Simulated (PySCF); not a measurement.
Ionisation energy along the 28-electron series

Calculated with PySCF 2.14 and a two-component X2C-1e Hamiltonian (Gaussian nucleus, no Breit or QED terms), each ion in its own even-tempered basis scaled to its charge; GMP2 freezes [Ne] and drops the highest virtual spinors. Values in eV. NIST values: (m) measured, (s) semi-empirical, (t) theoretical.

```tsv
ion	configuration	GHF (screened spin-orbit)	GMP2 (screened spin-orbit)	NIST
As(5+)	[Ar] 3d10	119.01	121.30	121.19 ± 0.06 (m)
Se(6+)	[Ar] 3d10	153.24	155.37	155.33 (m)
Br(7+)	[Ar] 3d10	190.73	192.73	192.61 ± 0.06 (m)
```

Between Z = 33 and Z = 35 the GMP2 (screened spin-orbit) value grows as Z to the power 7.87.
